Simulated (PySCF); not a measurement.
PySCF input (TPSS/def2-TZVPD):

```python
from pyscf import gto, scf, dft

mol = gto.M(
    atom='''
    Si   -1.09196161   -0.41577761    0.17444630
    S     1.02738743    0.42233449   -0.26092314
    H    -1.02486916   -0.84467181    1.57607692
    H    -1.88919264    0.78418361   -0.10411425
    H    -1.14302774   -1.48132274   -0.83306849
    H     1.74924731   -0.59625727    0.25757221
    H     1.15710591    1.20160281    0.83605558
    ''',
    basis='def2-tzvpd',
    charge=1,
    spin=0,
    verbose=4,
)

mf = dft.RKS(mol, xc='tpss').density_fit(auxbasis='def2-universal-jkfit')
mf.grids.level = 3
mf.conv_tol = 1e-9
mf.max_cycle = 100
mf.max_memory = 1500
mf.kernel()
if not mf.converged:
    mf = mf.newton()
    mf.kernel(mf.make_rdm1())
mf.analyze()
```

Output:

```
PySCF version 2.14.0

[INPUT] verbose = 4
[INPUT] num. atoms = 7
[INPUT] num. electrons = 34
[INPUT] charge = 1
[INPUT] spin (= nelec alpha-beta = 2S) = 0
[INPUT] symmetry False subgroup None
[INPUT] Mole.unit = angstrom
[INPUT] Symbol           X                Y                Z      unit          X                Y                Z       unit  Magmom
[INPUT]  1 Si    -1.091961610000  -0.415777610000   0.174446300000 AA   -2.063508381439  -0.785705811626   0.329655730444 Bohr   0.0
[INPUT]  2 S      1.027387430000   0.422334490000  -0.260923140000 AA    1.941480866521   0.798096519058  -0.493073274162 Bohr   0.0
[INPUT]  3 H     -1.024869160000  -0.844671810000   1.576076920000 AA   -1.936722025913  -1.596198386041   2.978353730048 Bohr   0.0
[INPUT]  4 H     -1.889192640000   0.784183610000  -0.104114250000 AA   -3.570056686144   1.481892254273  -0.196747418164 Bohr   0.0
[INPUT]  5 H     -1.143027740000  -1.481322740000  -0.833068490000 AA   -2.160009381381  -2.799294280690  -1.574271289105 Bohr   0.0
[INPUT]  6 H      1.749247310000  -0.596257270000   0.257572210000 AA    3.305598340032  -1.126762940081   0.486740934199 Bohr   0.0
[INPUT]  7 H      1.157105910000   1.201602810000   0.836055580000 AA    2.186613267016   2.270700221408   1.579916071114 Bohr   0.0

nuclear repulsion = 94.3563527476917
number of shells = 56
number of NR pGTOs = 196
number of NR cGTOs = 134
basis = def2-tzvpd
ecp = {}

******** <class 'pyscf.df.df_jk.DFRKS'> ********
method = DFRKS
initial guess = minao
damping factor = 0
level_shift factor = 0
DIIS = <class 'pyscf.scf.diis.CDIIS'>
diis_start_cycle = 1
diis_space = 8
diis_damp = 0
SCF conv_tol = 1e-09
SCF conv_tol_grad = None
SCF max_cycles = 100
direct_scf = False
XC library pyscf.dft.libxc version 7.1.2
    S. Lehtola, C. Steigemann, M. J. T. Oliveira, and M. A. L. Marques,  SoftwareX 7, 1–5 (2018)
XC functionals = tpss
    J. Tao, J. P. Perdew, V. N. Staroverov, and G. E. Scuseria,  Phys. Rev. Lett. 91, 146401 (2003)
    J. P. Perdew, J. Tao, V. N. Staroverov, and G. E. Scuseria,  J. Chem. Phys. 120, 6898 (2004)
    J. Tao, J. P. Perdew, V. N. Staroverov, and G. E. Scuseria,  Phys. Rev. Lett. 91, 146401 (2003)
    J. P. Perdew, J. Tao, V. N. Staroverov, and G. E. Scuseria,  J. Chem. Phys. 120, 6898 (2004)
radial grids:
    Treutler-Ahlrichs [JCP 102, 346 (1995); DOI:10.1063/1.469408] (M4) radial grids

becke partition: Becke, JCP 88, 2547 (1988); DOI:10.1063/1.454033
pruning grids: <function nwchem_prune>
grids dens level: 3
symmetrized grids: False
atomic radii adjust function: <function treutler_atomic_radii_adjust>
small_rho_cutoff = 0
Set gradient conv threshold to 3.16228e-05
Initial guess from minao.
tot grids = 87104
init E= -690.622904401484
  HOMO = -0.332415784576398  LUMO = -0.0777688752376839  gap/eV = 6.92930
cycle= 1 E= -690.471512789367  delta_E= 0.151  |g|= 0.231  |ddm|= 1.76
[...]
cycle= 9 E= -690.485238552903  delta_E= -6.98e-10  |g|= 3.63e-06  |ddm|= 3.87e-05
  HOMO = -0.52754965225871  LUMO = -0.254760477874803  gap/eV = 7.42297
Extra cycle  E= -690.485238552903  delta_E= -1.14e-13  |g|= 2.69e-06  |ddm|= 7.3e-06
converged SCF energy = -690.485238552903
**** SCF Summaries ****
Total Energy =                        -690.485238552903297
Nuclear Repulsion Energy =              94.356352747691702
One-electron Energy =                -1133.416665599924954
Two-electron Energy =                  348.575074299329913
Two-electron Coulomb Energy =          396.823967009817807
DFT Exchange-Correlation Energy =      -48.248892710487873
HOMO-LUMO gap [eV] =                     7.422971526237597
**** MO energy ****
MO #1   energy= -88.6486735651576  occ= 2
MO #2   energy= -65.9120847620976  occ= 2
MO #3   energy= -8.02912667635387  occ= 2
MO #4   energy= -6.00804052669118  occ= 2
MO #5   energy= -6.00546393421707  occ= 2
MO #6   energy= -6.00151214917231  occ= 2
MO #7   energy= -5.34845810172747  occ= 2
MO #8   energy= -3.72747837300396  occ= 2
MO #9   energy= -3.71948204304497  occ= 2
MO #10  energy= -3.71945840383347  occ= 2
MO #11  energy= -0.970304714864522 occ= 2
MO #12  energy= -0.719765157547862 occ= 2
MO #13  energy= -0.672679051699731 occ= 2
MO #14  energy= -0.607659156070113 occ= 2
MO #15  energy= -0.544922543761407 occ= 2
MO #16  energy= -0.540021057456833 occ= 2
MO #17  energy= -0.52754965225871  occ= 2
MO #18  energy= -0.254760477874803 occ= 0
MO #19  energy= -0.253964658400234 occ= 0
MO #20  energy= -0.229594716548011 occ= 0
MO #21  energy= -0.183594504334894 occ= 0
MO #22  energy= -0.183525575071005 occ= 0
MO #23  energy= -0.164238020414953 occ= 0
MO #24  energy= -0.130513176735339 occ= 0
MO #25  energy= -0.116426127178262 occ= 0
MO #26  energy= -0.109161057980077 occ= 0
MO #27  energy= -0.107798015807761 occ= 0
MO #28  energy= -0.100671479500034 occ= 0
MO #29  energy= -0.0807234738608221 occ= 0
MO #30  energy= -0.0681655897660121 occ= 0
MO #31  energy= -0.0549122116792429 occ= 0
MO #32  energy= -0.0533407800737853 occ= 0
MO #33  energy= -0.0126334393132413 occ= 0
MO #34  energy= 0.00575390413838071 occ= 0
MO #35  energy= 0.0170112698979413 occ= 0
MO #36  energy= 0.0210025376207642 occ= 0
MO #37  energy= 0.0240371185159054 occ= 0
MO #38  energy= 0.0247150647279811 occ= 0
MO #39  energy= 0.0442813348244794 occ= 0
MO #40  energy= 0.0482895064300065 occ= 0
MO #41  energy= 0.0518573930748325 occ= 0
MO #42  energy= 0.0699855269122981 occ= 0
MO #43  energy= 0.0752749365453324 occ= 0
MO #44  energy= 0.0791378862675224 occ= 0
MO #45  energy= 0.0830128592872691 occ= 0
MO #46  energy= 0.0877781405719644 occ= 0
MO #47  energy= 0.0978425676796336 occ= 0
MO #48  energy= 0.120156324134781  occ= 0
MO #49  energy= 0.121607162796351  occ= 0
MO #50  energy= 0.140065287839736  occ= 0
MO #51  energy= 0.155342599672725  occ= 0
MO #52  energy= 0.165163079909385  occ= 0
MO #53  energy= 0.211700567469421  occ= 0
MO #54  energy= 0.214342840730767  occ= 0
MO #55  energy= 0.225500162230109  occ= 0
MO #56  energy= 0.225930852885093  occ= 0
MO #57  energy= 0.230007941656509  occ= 0
MO #58  energy= 0.240563302522223  occ= 0
MO #59  energy= 0.252120185202687  occ= 0
MO #60  energy= 0.266226955654401  occ= 0
MO #61  energy= 0.289349775549179  occ= 0
MO #62  energy= 0.293086068063738  occ= 0
MO #63  energy= 0.300248353492063  occ= 0
MO #64  energy= 0.310043548486748  occ= 0
MO #65  energy= 0.314632443123227  occ= 0
MO #66  energy= 0.334471906514015  occ= 0
MO #67  energy= 0.382907379941198  occ= 0
MO #68  energy= 0.399175797224825  occ= 0
MO #69  energy= 0.422580639142254  occ= 0
MO #70  energy= 0.440834949634245  occ= 0
MO #71  energy= 0.475286272625673  occ= 0
MO #72  energy= 0.482650754735659  occ= 0
MO #73  energy= 0.507253535903999  occ= 0
MO #74  energy= 0.531806754792979  occ= 0
MO #75  energy= 0.543155456044935  occ= 0
MO #76  energy= 0.767984976507158  occ= 0
MO #77  energy= 0.78864681065502   occ= 0
MO #78  energy= 0.814813434620014  occ= 0
MO #79  energy= 0.840468018006142  occ= 0
MO #80  energy= 0.879196011894091  occ= 0
MO #81  energy= 0.886079058053439  occ= 0
MO #82  energy= 0.896564769521465  occ= 0
MO #83  energy= 0.939039658936932  occ= 0
MO #84  energy= 0.949108776343748  occ= 0
MO #85  energy= 0.988172144824233  occ= 0
MO #86  energy= 0.993056331199386  occ= 0
MO #87  energy= 1.00217576761017   occ= 0
MO #88  energy= 1.13023772500452   occ= 0
MO #89  energy= 1.13233358293092   occ= 0
MO #90  energy= 1.1923943176208    occ= 0
MO #91  energy= 1.22656735836743   occ= 0
MO #92  energy= 1.26476280796124   occ= 0
MO #93  energy= 1.29127539287488   occ= 0
MO #94  energy= 1.29779735310591   occ= 0
MO #95  energy= 1.33005742554747   occ= 0
MO #96  energy= 1.33386993064184   occ= 0
MO #97  energy= 1.35133088001328   occ= 0
MO #98  energy= 1.40164305354264   occ= 0
MO #99  energy= 1.45491759451121   occ= 0
MO #100 energy= 1.49589154650615   occ= 0
MO #101 energy= 1.60040923753863   occ= 0
MO #102 energy= 1.63117995833562   occ= 0
MO #103 energy= 1.63792540991394   occ= 0
MO #104 energy= 1.66933770916456   occ= 0
MO #105 energy= 1.67951573456961   occ= 0
MO #106 energy= 1.77594282049818   occ= 0
MO #107 energy= 1.78998544408083   occ= 0
[...]
```

It need not be the lowest isomer of its formula.
